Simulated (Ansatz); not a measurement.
Start from `CN(C)[Si](O)(O)Br` and change one atom or group to get `C[Si](O)(O)Br`.

Ansatz, PBE0-D4/def2-TZVP geometries, multiplicity 1. Each molecule was computed in one conformer, which needn't be the lowest.

Scalar relativity is left out up to krypton.

```csv
property,`CN(C)[Si](O)(O)Br`
HOMO energy (PBE0/def2-TZVPP) / eV,-6.79
LUMO energy (ωB97M-V/def2-TZVPP) / eV,2.08
HOMO–LUMO gap (PBE0/def2-TZVPP) / eV,7.38
HOMO–LUMO gap (ωB97M-V/def2-TZVPP) / eV,11.16
size of the dipole moment (PBE/def2-TZVPP) / D,0.10
size of the dipole moment (B3LYP/def2-TZVPP) / D,0.09
```

(1) Give the same properties after the change, and the shifts. (An estimate is asked.)

## Answers

(1) Ansatz gave: 
```json
{"property": "HOMO energy (PBE0/def2-TZVPP) / eV", "`C[Si](O)(O)Br`": "-8.41", "shift": "-1.62"}
{"property": "LUMO energy (ωB97M-V/def2-TZVPP) / eV", "`C[Si](O)(O)Br`": "2.05", "shift": "-0.03"}
{"property": "HOMO–LUMO gap (PBE0/def2-TZVPP) / eV", "`C[Si](O)(O)Br`": "9.00", "shift": "1.62"}
{"property": "HOMO–LUMO gap (ωB97M-V/def2-TZVPP) / eV", "`C[Si](O)(O)Br`": "12.70", "shift": "1.54"}
{"property": "size of the dipole moment (PBE/def2-TZVPP) / D", "`C[Si](O)(O)Br`": "0.92", "shift": "0.82"}
{"property": "size of the dipole moment (B3LYP/def2-TZVPP) / D", "`C[Si](O)(O)Br`": "0.93", "shift": "0.84"}
```

The zero-point energy changes by -122.8 kJ/mol with -15 modes. Dipoles are sizes alone; their direction can turn.

B3LYP here is the variant with VWN-RPA as its local correlation; programs differ in this.

Spin–orbit coupling is left out; it splits and shifts lone-pair levels of the heavy atoms by tenths of an eV.
